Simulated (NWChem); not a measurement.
Isomers of C2H8O2Si, each optimised at B3LYP/6-31G* with NWChem, gas phase unless a solvent is named. Flexible species stand in one conformer each, which need not be the lowest. Pople sets run with spherical d functions. Relative energies count from the lowest isomer at each level and are electronic, without zero-point energy, on those geometries. Shieldings are non-relativistic GIAO values without spin-orbit effects.

A: OCC[SiH2]O
B: C[Si@H](O)CO
C: OCCO[SiH3]
D: O[C@H](CO)[SiH3]

```json
[
 {"quantity": "relative energy, PBE/def2-SVP (kcal/mol)", "A": "7.0", "B": "0.0", "C": "22.7", "D": "40.9"},
 {"quantity": "relative energy, PBE0/def2-SVP (kcal/mol)", "A": "6.7", "B": "0.0", "C": "22.9", "D": "42.3"},
 {"quantity": "dipole (D), B3LYP/6-31G*", "A": "0.85", "B": "2.71", "C": "1.62", "D": "2.22"},
 {"quantity": "29Si shift against tetramethylsilane, PBE0/pcSseg-1 (ppm)", "A": "-13.2", "B": "3.6", "C": "-31.1", "D": "-70.5"}
]
```
